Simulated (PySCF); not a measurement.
**Löwdin shares of the frontier orbitals**

C₈H₉F.
Numbering: `[CH3:1][c:2]1[cH:3][cH:4][cH:5][cH:6][c:7]1[CH2:8][F:9]` (hydrogens: H10, H11, H12 on C1; H13 on C3; H14 on C4; H15 on C5; H16 on C6; H17, H18 on C8)

Geometry (PBE0-D3(BJ)/def2-SVP, Å), atoms numbered from 1 in this order:
```xyz
18
C8H9F angstrom
C     -0.9318    1.9755   -0.1278
C     -0.0489    0.7614   -0.0988
C      1.2940    0.8411   -0.4770
C      2.1232   -0.2793   -0.4559
C      1.6106   -1.5081   -0.0505
C      0.2736   -1.6069    0.3309
C     -0.5564   -0.4865    0.3098
C     -1.9956   -0.6067    0.7220
F     -2.3134   -1.8817    1.1035
H     -0.3773    2.8626   -0.4623
H     -1.7882    1.8412   -0.8095
H     -1.3509    2.2000    0.8671
H      1.6964    1.8069   -0.7948
H      3.1697   -0.1886   -0.7562
H      2.2502   -2.3935   -0.0298
H     -0.1442   -2.5622    0.6517
H     -2.2146    0.0725    1.5659
H     -2.6623   -0.3175   -0.1110
```

Level of theory: PySCF, TDDFT B3LYP/def2-SVPD, vertical, gas phase, core orbitals frozen in the response.

Frontier orbitals with the atoms that hold most of them (Löwdin shares over 4%, at most four atoms; ? is withheld):

```csv
orbital,ε (eV),atoms
HOMO-3,-9.51,"C6 13%, C5 12%, C7 12%, C2 11%"
HOMO-2,-9.25,"F9 17%, C8 14%, C7 12%, C3 8%"
HOMO-1,-7.02,?
HOMO,-6.82,"C2 20%, C5 19%, C7 17%, C4 17%"
LUMO,?,?
LUMO+1,-0.42,"C6 22%, C3 22%, C2 12%, C5 12%"
LUMO+2,0.32,"C1 20%, C8 15%, H12 9%, H11 9%"
```

Question: Give the leading atoms of the LUMO.

Answer: C4 (bonded to 2 C and H) 19%; C7 (bonded to 3 C) 18%; C5 (bonded to 2 C and H) 17%; C2 (bonded to 3 C) 15%.

Question: Give the leading atoms of the HOMO-1.

Answer: C6 (bonded to 2 C and H) 24%; C3 (bonded to 2 C and H) 24%; C4 (bonded to 2 C and H) 12%; C7 (bonded to 3 C) 11%.

Question: What is the LUMO energy, and the HOMO–LUMO gap?

Answer: ε(LUMO) = -0.48 eV; the gap is 6.33 eV (0.2328 hartree).

Question: The HOMO–LUMO gap is 6.33 eV. Where does the response calculation put the lowest singlet, and from which orbitals?

Answer: S1 is at 5.28 eV (f = 0.0007), 1.05 eV below the gap, made of HOMO→LUMO+1 (52%), HOMO-1→LUMO (44%). Its leading pair isn't HOMO and LUMO; the energies of that pair differ by 6.40 eV. 

Next come S2 at 5.91 eV (f 0.021), HOMO→LUMO (63%), HOMO-1→LUMO+1 (32%); S3 at 6.33 eV (f 0.0060), HOMO→LUMO+2 (99%); S4 at 6.57 eV (f 0.0004), HOMO-1→LUMO+2 (97%); S5 at 6.79 eV (f 0.491), HOMO-1→LUMO+1 (60%), HOMO→LUMO (31%).

One conformer stands for the species.
